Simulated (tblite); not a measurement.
A geometry optimisation, step by step.

C3H7ClO2Si.
SMILES with atom numbers: `[Cl:1][CH2:2][SiH:3]1[O:4][CH2:5][CH2:6][O:7]1` (hydrogens: H8, H9 on C2; H10 on Si3; H11, H12 on C5; H13, H14 on C6)

Computed with GFN2-xTB (tblite), gas phase: L-BFGS steps from a force-field or distance-geometry start until the largest atomic force falls under 0.01 eV/Å. 14 of its 55 geometries are shown.

Step 0: E = -665.3930 eV, largest atomic force 3.638 eV/Å
```
atom  x, y, z in Å  |  force x, y, z in eV/Å
Cl1     3.245   -1.600    0.022   -0.231   0.529  -0.058
C2      2.368   -0.055    0.319    2.372   0.375   1.566
Si3     0.619   -0.325   -0.057   -2.990   1.583  -0.004
O4     -0.106    0.906   -1.056    1.342  -1.585   1.670
C5     -1.433    0.755   -0.723   -1.910   1.004  -2.929
C6     -1.646    0.008    0.521   -1.015  -2.059   1.940
O7     -0.463   -0.041    1.266    1.257  -0.247  -1.627
H8      2.885    0.747   -0.227   -0.274  -0.478   0.090
H9      2.531    0.134    1.420   -0.199  -0.095  -1.106
H10     0.267   -1.649   -0.578    0.260   0.018  -0.036
H11    -2.013    1.709   -0.747    0.842  -0.154   0.121
H12    -1.886    0.149   -1.558    0.032   0.426   0.429
H13    -2.526    0.318    1.135    0.844   0.183  -0.257
H14    -1.844   -1.057    0.239   -0.331   0.501   0.200
```

Step 4: E = -666.0084 eV, largest atomic force 0.673 eV/Å
```
atom  x, y, z in Å  |  force x, y, z in eV/Å
Cl1     3.234   -1.564    0.016    0.081  -0.126  -0.072
C2      2.401   -0.055    0.356    0.129   0.254   0.077
Si3     0.594   -0.276   -0.045    0.040  -0.464  -0.110
O4     -0.105    0.844   -0.992   -0.168   0.283  -0.587
C5     -1.486    0.748   -0.776   -0.020   0.032   0.034
C6     -1.674   -0.044    0.538   -0.147   0.011  -0.046
O7     -0.442   -0.062    1.198   -0.369  -0.210   0.418
H8      2.880    0.721   -0.227    0.017   0.015  -0.021
H9      2.537    0.142    1.408    0.110   0.104   0.195
H10     0.301   -1.627   -0.576    0.326   0.104  -0.015
H11    -1.954    1.740   -0.747    0.318  -0.122  -0.013
H12    -1.912    0.158   -1.587   -0.176   0.149  -0.151
H13    -2.479    0.343    1.158    0.214   0.117   0.192
H14    -1.895   -1.070    0.254   -0.357  -0.147   0.099
```

Step 8: E = -666.1223 eV, largest atomic force 0.420 eV/Å
```
atom  x, y, z in Å  |  force x, y, z in eV/Å
Cl1     3.239   -1.553    0.003   -0.034   0.119   0.118
C2      2.411   -0.029    0.387   -0.057  -0.037  -0.040
Si3     0.594   -0.281   -0.042    0.046   0.052   0.015
O4     -0.127    0.813   -1.033    0.148  -0.389   0.053
C5     -1.508    0.727   -0.794    0.147  -0.017   0.018
C6     -1.712   -0.069    0.527    0.039   0.087   0.042
O7     -0.480   -0.129    1.191    0.134  -0.177  -0.253
H8      2.886    0.721   -0.233   -0.006   0.126   0.108
H9      2.570    0.172    1.442    0.077   0.023  -0.125
H10     0.393   -1.616   -0.590    0.151  -0.243  -0.152
H11    -1.867    1.754   -0.747   -0.223  -0.004   0.099
H12    -1.972    0.198   -1.635   -0.047   0.128   0.174
H13    -2.418    0.389    1.215   -0.196   0.058  -0.099
H14    -2.011   -1.098    0.286   -0.178   0.273   0.043
```

Step 12: E = -666.2130 eV, largest atomic force 0.519 eV/Å
```
atom  x, y, z in Å  |  force x, y, z in eV/Å
Cl1     3.244   -1.519    0.025    0.159   0.044   0.064
C2      2.417    0.001    0.403    0.022   0.047  -0.050
Si3     0.612   -0.327   -0.052    0.121  -0.483  -0.146
O4     -0.121    0.700   -1.088   -0.319   0.090   0.166
C5     -1.495    0.719   -0.797   -0.218   0.062   0.144
C6     -1.742   -0.060    0.531    0.027   0.036  -0.047
O7     -0.497   -0.246    1.146   -0.057   0.025   0.018
H8      2.889    0.763   -0.208   -0.085   0.019  -0.007
H9      2.622    0.209    1.447   -0.141   0.006   0.015
H10     0.533   -1.671   -0.646    0.065   0.002   0.012
H11    -1.836    1.753   -0.715    0.185   0.111   0.084
H12    -2.042    0.270   -1.628    0.025  -0.184   0.036
H13    -2.408    0.454    1.233    0.167   0.132  -0.162
H14    -2.177   -1.045    0.326    0.050   0.093  -0.125
```

Step 17: E = -666.2713 eV, largest atomic force 0.250 eV/Å
```
atom  x, y, z in Å  |  force x, y, z in eV/Å
Cl1     3.308   -1.481    0.058    0.107   0.189   0.059
C2      2.411    0.019    0.405   -0.109  -0.112  -0.039
Si3     0.613   -0.412   -0.082    0.027   0.088   0.021
O4     -0.157    0.633   -1.088    0.217  -0.035  -0.077
C5     -1.520    0.723   -0.781    0.218  -0.023  -0.053
C6     -1.759   -0.051    0.532    0.027   0.025   0.016
O7     -0.515   -0.334    1.110    0.023  -0.086  -0.075
H8      2.865    0.799   -0.202   -0.144  -0.100   0.010
H9      2.604    0.238    1.454   -0.227  -0.010  -0.104
H10     0.641   -1.742   -0.695   -0.079   0.014   0.016
H11    -1.772    1.782   -0.674   -0.023  -0.024  -0.057
H12    -2.088    0.280   -1.604   -0.041   0.094   0.063
H13    -2.357    0.537    1.224    0.007   0.006   0.196
H14    -2.274   -0.991    0.320   -0.003  -0.026   0.025
```

Step 21: E = -666.3179 eV, largest atomic force 0.294 eV/Å
```
atom  x, y, z in Å  |  force x, y, z in eV/Å
Cl1     3.412   -1.409    0.102   -0.037   0.025   0.019
C2      2.372    0.000    0.389    0.057   0.068   0.038
Si3     0.605   -0.469   -0.109    0.083  -0.238  -0.094
O4     -0.132    0.604   -1.104   -0.154  -0.050   0.006
C5     -1.487    0.733   -0.775   -0.100   0.022   0.069
C6     -1.755   -0.035    0.541    0.105  -0.015  -0.002
O7     -0.519   -0.407    1.084    0.060   0.022   0.010
H8      2.794    0.802   -0.208   -0.090   0.042  -0.049
H9      2.491    0.251    1.436   -0.069   0.014   0.083
H10     0.670   -1.802   -0.725   -0.131   0.105   0.036
H11    -1.725    1.795   -0.663    0.086  -0.020  -0.093
H12    -2.113    0.297   -1.558    0.133   0.130  -0.150
H13    -2.304    0.589    1.259    0.137  -0.256  -0.047
H14    -2.311   -0.951    0.310   -0.080   0.151   0.173
```

Step 25: E = -666.3560 eV, largest atomic force 0.244 eV/Å
```
atom  x, y, z in Å  |  force x, y, z in eV/Å
Cl1     3.504   -1.317    0.154   -0.098   0.015   0.051
C2      2.342    0.005    0.392   -0.086   0.052   0.000
Si3     0.612   -0.556   -0.150   -0.118   0.141   0.014
O4     -0.139    0.525   -1.131    0.037  -0.049  -0.044
C5     -1.474    0.736   -0.766    0.041  -0.029  -0.071
C6     -1.742   -0.032    0.550   -0.022  -0.022   0.003
O7     -0.519   -0.511    1.038   -0.042  -0.025  -0.036
H8      2.705    0.824   -0.220    0.006   0.096   0.048
H9      2.383    0.281    1.442    0.079   0.014  -0.015
H10     0.710   -1.863   -0.768   -0.092  -0.198  -0.110
H11    -1.634    1.812   -0.665    0.038  -0.004   0.090
H12    -2.131    0.365   -1.558    0.070  -0.018  -0.032
H13    -2.202    0.606    1.305    0.073   0.041   0.068
H14    -2.415   -0.875    0.356    0.114  -0.014   0.031
```

Step 29: E = -666.3691 eV, largest atomic force 0.253 eV/Å
```
atom  x, y, z in Å  |  force x, y, z in eV/Å
Cl1     3.515   -1.278    0.185   -0.106   0.033  -0.009
C2      2.315    0.019    0.392    0.007   0.013  -0.005
Si3     0.603   -0.589   -0.170    0.126  -0.210  -0.065
O4     -0.139    0.488   -1.154    0.015   0.028  -0.010
C5     -1.461    0.734   -0.770    0.004   0.006   0.064
C6     -1.736   -0.028    0.553    0.037   0.044  -0.027
O7     -0.526   -0.557    1.015    0.068  -0.025  -0.001
H8      2.668    0.852   -0.213   -0.024  -0.016   0.047
H9      2.355    0.297    1.442   -0.027   0.027  -0.015
H10     0.702   -1.911   -0.801   -0.071   0.164   0.070
H11    -1.591    1.813   -0.648    0.035  -0.019   0.027
H12    -2.124    0.389   -1.566   -0.057  -0.039   0.004
H13    -2.147    0.617    1.332    0.031   0.084  -0.029
H14    -2.436   -0.847    0.381   -0.036  -0.090  -0.051
```

Step 33: E = -666.3749 eV, largest atomic force 0.092 eV/Å
```
atom  x, y, z in Å  |  force x, y, z in eV/Å
Cl1     3.517   -1.250    0.202   -0.001  -0.038  -0.020
C2      2.298    0.024    0.391   -0.019   0.014   0.014
Si3     0.606   -0.617   -0.187   -0.023   0.085   0.027
O4     -0.132    0.474   -1.161   -0.001  -0.011  -0.003
C5     -1.450    0.733   -0.766    0.024  -0.021  -0.026
C6     -1.724   -0.028    0.555    0.012  -0.043   0.007
O7     -0.518   -0.582    1.004   -0.011   0.004  -0.001
H8      2.639    0.864   -0.208    0.010   0.015  -0.012
H9      2.319    0.307    1.439   -0.028   0.012   0.026
H10     0.680   -1.928   -0.813    0.002  -0.036  -0.030
H11    -1.563    1.813   -0.638    0.007  -0.019  -0.002
H12    -2.124    0.395   -1.559   -0.008   0.017   0.051
H13    -2.108    0.633    1.337    0.014  -0.019  -0.051
H14    -2.440   -0.838    0.384    0.023   0.040   0.020
```

Step 37: E = -666.3759 eV, largest atomic force 0.023 eV/Å
```
atom  x, y, z in Å  |  force x, y, z in eV/Å
Cl1     3.506   -1.259    0.196   -0.009   0.003   0.000
C2      2.299    0.028    0.393    0.004  -0.004   0.000
Si3     0.606   -0.611   -0.185    0.005  -0.015  -0.007
O4     -0.131    0.475   -1.163   -0.007  -0.008  -0.011
C5     -1.448    0.730   -0.767   -0.009   0.007   0.004
C6     -1.721   -0.031    0.553   -0.003   0.016   0.000
O7     -0.516   -0.579    1.006    0.001   0.003  -0.004
H8      2.644    0.866   -0.207    0.006  -0.006   0.010
H9      2.320    0.310    1.443   -0.012   0.000  -0.002
H10     0.676   -1.925   -0.813    0.011   0.020   0.001
H11    -1.563    1.809   -0.637    0.010  -0.003   0.000
H12    -2.126    0.394   -1.555   -0.008  -0.006  -0.001
H13    -2.109    0.632    1.329    0.001   0.000   0.005
H14    -2.437   -0.841    0.385    0.011  -0.006   0.004
```

Step 42: E = -666.3762 eV, largest atomic force 0.019 eV/Å
```
atom  x, y, z in Å  |  force x, y, z in eV/Å
Cl1     3.507   -1.252    0.201    0.002  -0.004   0.014
C2      2.295    0.029    0.395   -0.015   0.004  -0.004
Si3     0.607   -0.617   -0.190   -0.006   0.012  -0.007
O4     -0.136    0.462   -1.173   -0.006  -0.003  -0.006
C5     -1.448    0.729   -0.767    0.004  -0.007  -0.002
C6     -1.720   -0.030    0.554    0.010  -0.012   0.002
O7     -0.517   -0.589    1.000    0.013   0.013   0.005
H8      2.641    0.869   -0.202    0.001   0.005  -0.001
H9      2.308    0.314    1.444    0.004  -0.015   0.003
H10     0.687   -1.927   -0.821    0.006  -0.008  -0.003
H11    -1.549    1.809   -0.635   -0.009   0.006  -0.006
H12    -2.134    0.399   -1.552   -0.004   0.009   0.005
H13    -2.098    0.637    1.332    0.000   0.001   0.004
H14    -2.442   -0.834    0.392   -0.001   0.001  -0.003
```

Step 46: E = -666.3765 eV, largest atomic force 0.021 eV/Å
```
atom  x, y, z in Å  |  force x, y, z in eV/Å
Cl1     3.503   -1.254    0.205    0.004  -0.007   0.003
C2      2.292    0.030    0.395    0.017   0.002   0.006
Si3     0.606   -0.615   -0.194    0.012  -0.016  -0.007
O4     -0.141    0.457   -1.180    0.007   0.003   0.000
C5     -1.449    0.729   -0.767   -0.010   0.009  -0.005
C6     -1.717   -0.029    0.556   -0.009   0.014  -0.007
O7     -0.513   -0.584    1.000    0.008   0.010  -0.009
H8      2.644    0.870   -0.199   -0.002   0.004   0.000
H9      2.304    0.309    1.445   -0.004   0.002   0.008
H10     0.694   -1.925   -0.824   -0.008  -0.003   0.001
H11    -1.548    1.809   -0.636    0.000   0.001   0.005
H12    -2.139    0.400   -1.548   -0.019  -0.001  -0.007
H13    -2.097    0.637    1.333    0.004   0.000   0.006
H14    -2.438   -0.834    0.393    0.001  -0.017   0.005
```

Step 50: E = -666.3767 eV, largest atomic force 0.013 eV/Å
```
atom  x, y, z in Å  |  force x, y, z in eV/Å
Cl1     3.500   -1.257    0.208    0.010   0.003  -0.001
C2      2.292    0.030    0.396    0.000  -0.008   0.001
Si3     0.608   -0.614   -0.198   -0.003   0.011  -0.003
O4     -0.144    0.455   -1.185   -0.007  -0.001  -0.005
C5     -1.452    0.729   -0.769    0.002  -0.006  -0.001
C6     -1.715   -0.028    0.556    0.006  -0.009   0.002
O7     -0.507   -0.577    1.000   -0.001  -0.002  -0.001
H8      2.646    0.871   -0.196    0.007  -0.005   0.010
H9      2.299    0.306    1.447    0.001   0.009  -0.004
H10     0.694   -1.925   -0.826   -0.007  -0.008  -0.003
H11    -1.548    1.810   -0.637   -0.003   0.003   0.001
H12    -2.146    0.401   -1.546    0.001   0.007   0.001
H13    -2.095    0.637    1.334   -0.009   0.002  -0.005
H14    -2.432   -0.838    0.394    0.003   0.003   0.006
```

Step 54: E = -666.3768 eV, largest atomic force 0.010 eV/Å
```
atom  x, y, z in Å  |  force x, y, z in eV/Å
Cl1     3.501   -1.259    0.210    0.004   0.004   0.002
C2      2.293    0.029    0.396   -0.001   0.005  -0.001
Si3     0.608   -0.611   -0.200   -0.001  -0.007  -0.001
O4     -0.146    0.455   -1.188    0.000  -0.003  -0.001
C5     -1.453    0.729   -0.769   -0.004   0.003   0.003
C6     -1.714   -0.028    0.556   -0.005   0.003  -0.001
O7     -0.504   -0.572    1.000    0.002   0.001   0.002
H8      2.649    0.870   -0.193    0.007  -0.001  -0.003
H9      2.298    0.305    1.448    0.001  -0.004   0.002
H10     0.692   -1.925   -0.826   -0.006   0.008   0.002
H11    -1.550    1.810   -0.637    0.005  -0.003   0.003
H12    -2.149    0.402   -1.546   -0.001   0.000  -0.002
H13    -2.099    0.636    1.333    0.002   0.001  -0.003
H14    -2.427   -0.841    0.396   -0.004  -0.006  -0.002
```

**Question.** Summarise the path.

**Answer.** The energy falls by 0.9838 eV from step 0 to step 54; nine tenths of that is first reached at step 18. It falls at every step. The largest force goes from 3.638 to 0.010 eV/Å. Among the bonds Si3–O4 changes most, from 1.744 to 1.637 Å; the atoms move by 0.423 Å rms after alignment.

What follows is the cost of the whole relaxation. Hardware: an Arm Neoverse V2 with one thread, shared host. Cost: 0.29 s of wall time.
